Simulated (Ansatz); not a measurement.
Diatomic NaLi-, multiplicity 2 (lowest of 2S+1 = 2, 4 at CCSD(T)/def2-TZVPP on PBE0 minima; our sources give no spin for the ground state, which may be another). The T1 diagnostic near the minimum is 0.067, so single-reference values are doubtful.

Seven points along R, fitted to fifth degree in 1/R; most abundant isotopes. Runs in def2 and cc sets follow the lowest solution found near the PBE0 minimum.

Run with Ansatz (Gaussian basis) for Hartree–Fock, density functionals and correlated methods. Values without a source in brackets are computed.

| level | r_e (Å) | ω_e (cm⁻¹) | α_e (cm⁻¹) | B_e (cm⁻¹) |
|---|---|---|---|---|
| SVWN5/def2-TZVPP | 3.288 | 160 | 0.0046 | 0.290 |
| PBE/def2-TZVPP | 3.359 | 156 | 0.0043 | 0.278 |
| r2SCAN/def2-TZVPP | 3.441 | 150 | 0.0040 | 0.265 |
| B97M-V/def2-TZVPP | 3.383 | 137 | 0.0066 | 0.274 |
| B3LYP/def2-TZVPP | 3.371 | 149 | 0.0049 | 0.276 |
| PBE0/def2-TZVPP | 3.393 | 155 | 0.0039 | 0.272 |
| BHLYP/def2-TZVPP | 3.400 | 149 | 0.0044 | 0.271 |
| CAM-B3LYP/def2-TZVPP | 3.366 | 152 | 0.0043 | 0.277 |
| wB97X-V/def2-TZVPP | 3.419 | 155 | 0.0036 | 0.268 |
| wB97M-V/def2-TZVPP | 3.278 | 149 | 0.0053 | 0.292 |
| B2PLYP/def2-TZVPP | 3.373 | 153 | 0.0043 | 0.276 |
| CCSD/def2-TZVPP | 3.393 | 162 | 0.0034 | 0.272 |
| CCSD(T)/def2-TZVPP | 3.375 | 164 | 0.0034 | 0.275 |

Correlated levels freeze the inner cores; with def2 sets outer-core shells near the valence are correlated too.

Doubts at one or more of the structures used: a spin-contaminated determinant (B2PLYP/def2-TZVPP, CCSD/def2-TZVPP, CCSD(T)/def2-TZVPP); T1 above 0.05 (CCSD/def2-TZVPP, CCSD(T)/def2-TZVPP).

Ansatz is a first-principles code.
